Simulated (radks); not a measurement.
Species: Yb48+. Configuration: [Ar] 3d2 4s2 (not the ground configuration).

Method: Dirac Kohn-Sham, PBE, spin-unpolarised, spherical densities, point nucleus; open shells fill j = l - 1/2 first; computed with a radial shooting solver on a logarithmic mesh with Libxc functionals.

Energy parts (hartree):
total: -11964.1416
kinetic: 13521.9317
electron-nucleus: -27028.1586
Hartree: 1724.0300
exchange-correlation: -181.9447

Orbitals (lengths in bohr, moments of r in powers of bohr; <r^-3> diverges for s and p1/2; r(max) is where P^2 peaks):
orbital,occ.,eigenvalue (hartree),<r^4>,r(max),<r^-3>,small-component weight
1s1/2,2,-2361.732,7.552e-07,0.01236,-,6.90e-02
2s1/2,2,-492.1109,0.0001114,0.07055,-,1.57e-02
2p1/2,2,-475.4096,0.00006762,0.05282,-,1.57e-02
2p3/2,4,-436.4655,0.00009341,0.05917,13650,1.44e-02
3s1/2,2,-183.2882,0.003338,0.1925,-,5.77e-03
3p1/2,2,-176.7222,0.002862,0.1798,-,5.70e-03
3p3/2,4,-167.1367,0.003547,0.1916,3521,5.36e-03
3d3/2,2,-157.3890,0.002185,0.1483,619.1,5.19e-03
3d5/2,0,-155.1630,0.002333,0.1515,537.6,5.09e-03
4s1/2,2,-93.32438,0.04120,0.3928,-,2.79e-03

The highest occupied level is 4s1/2 at -2539.5 eV. The configuration is held as typed, so some empty levels lie below it. The density falls to 0.001 e/bohr^3 at r = 0.91 bohr.
